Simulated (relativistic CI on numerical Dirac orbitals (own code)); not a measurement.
**Crystal-field levels of W²⁺, 5d4**

Calculated by Dirac-Coulomb-Breit CI, orbitals from a KLI potential per configuration, a model potential for QED, valence Slater integrals scaled by 0.65, one configuration in a parametric crystal field (own radial code).

Field parameters in Wybourne normalisation: D4h B²₀ = −7Ds, B⁴₀ = 21(Dq − Dt), B⁴₄ = 21√(5/14) Dq. The field is a parameter set, without covalency.

S and J are read from ⟨S²⟩ = S(S + 1) and ⟨J²⟩ = J(J + 1) of each level; they are not fictitious spins.

D4h, 10Dq = 31150, Ds = -1500, Dt = 520 cm⁻¹, the lowest 16 levels:

| E (cm⁻¹) | Degeneracy | Irrep | S | J |
| --- | --- | --- | --- | --- |
| 0.0 | 1 | A1 | 0.99 | 3.94 |
| 820 | 2 | E | 1.01 | 3.99 |
| 5898 | 1 | B2 | 0.36 | 4.31 |
| 6418 | 1 | B1 | 0.41 | 4.13 |
| 6851 | 1 | A1 | 1.00 | 3.87 |
| 6942 | 1 | A2 | 1.03 | 4.09 |
| 7872 | 2 | E | 0.98 | 3.96 |
| 9934 | 1 | B1 | 0.84 | 4.06 |
| 10003 | 1 | B2 | 0.87 | 3.99 |
| 11985 | 1 | A1 | 0.15 | 4.25 |
| 13974 | 2 | E | 0.16 | 4.45 |
| 20758 | 1 | B1 | 1.96 | 2.97 |
| 20758 | 1 | B2 | 1.96 | 2.95 |
| 20802 | 2 | E | 1.97 | 2.87 |
| 20823 | 1 | A1 | 1.97 | 2.85 |
| 23844 | 1 | A2 | 1.84 | 3.07 |

D4h, 10Dq = 31150, Ds = 3000, Dt = 520 cm⁻¹, the lowest 16 levels:

```
E (cm⁻¹)  Degeneracy  Irrep     S     J
     0.0           1     A1  0.93  3.98
    1466           1     A2  1.05  4.04
    2298           2      E  1.01  3.98
    3540           1     B1  1.01  3.73
    3583           1     B2  0.98  3.89
    5083           1     A1  0.32  4.32
    7450           2      E  0.56  4.29
    9079           1     A1  0.98  3.82
   10237           2      E  0.75  4.15
   14291           1     B1  1.95  3.02
   14371           2      E  1.96  2.96
   14530           1     A2  1.95  2.92
   14539           1     A1  1.95  2.93
   14609           1     B2  0.11  4.44
   15333           1     B1  0.18  4.54
   20657           1     A1  0.19  4.06
```

D4h, 10Dq = 31150, Ds = 2590, Dt = 520 cm⁻¹, the lowest 10 levels:

```tsv
E (cm⁻¹)	Degeneracy	Irrep	S	J
0.0	1	A1	0.96	4.00
1352	1	A2	1.04	4.04
2152	2	E	1.01	3.99
3390	1	B1	1.01	3.73
3420	1	B2	0.98	3.89
5553	1	A1	0.38	4.26
6719	2	E	0.73	4.18
8077	1	A1	0.91	3.91
9543	2	E	0.57	4.25
13362	1	B2	0.12	4.44
```

D4h, 10Dq = 31150, Ds = 2180, Dt = 520 cm⁻¹, the lowest 16 levels:

| E (cm⁻¹) | Degeneracy | Irrep | S | J |
| --- | --- | --- | --- | --- |
| 0.0 | 1 | A1 | 0.98 | 4.02 |
| 1317 | 1 | A2 | 1.04 | 4.05 |
| 2071 | 2 | E | 1.01 | 4.00 |
| 3312 | 1 | B1 | 1.01 | 3.73 |
| 3327 | 1 | B2 | 0.98 | 3.89 |
| 5566 | 1 | A1 | 0.69 | 4.01 |
| 5847 | 2 | E | 0.84 | 4.08 |
| 7711 | 1 | A1 | 0.63 | 4.17 |
| 9156 | 2 | E | 0.42 | 4.33 |
| 12195 | 1 | B2 | 0.13 | 4.43 |
| 12812 | 1 | B1 | 0.12 | 4.52 |
| 14953 | 1 | B1 | 1.97 | 2.98 |
| 14994 | 2 | E | 1.97 | 2.96 |
| 15135 | 1 | A2 | 1.96 | 2.91 |
| 15140 | 1 | A1 | 1.95 | 2.92 |
| 18771 | 1 | A1 | 0.17 | 3.95 |

D4h, 10Dq = 31150, Ds = 1770, Dt = 520 cm⁻¹, the lowest 10 levels:

```
E (cm⁻¹)  Degeneracy  Irrep     S     J
     0.0           1     A1  1.00  4.04
    1359           1     A2  1.04  4.05
    2040           2      E  1.01  4.01
    3301           1     B2  0.97  3.90
    3305           1     B1  1.00  3.73
    4933           2      E  0.90  4.01
    4952           1     A1  0.89  3.83
    8122           1     A1  0.35  4.36
    8990           2      E  0.32  4.37
   11111           1     B2  0.15  4.42
```

Levels of this model without a field, named by their leading LS term (the scale mimics covalency, so terms lie below those of the real free ion): 5D_0 0, 5D_1 1619, 5D_2 3330, 5D_3 4881, 5D_4 6190, 3P_0 10284, 3H_4 11065, 3G_3 13449 cm⁻¹.
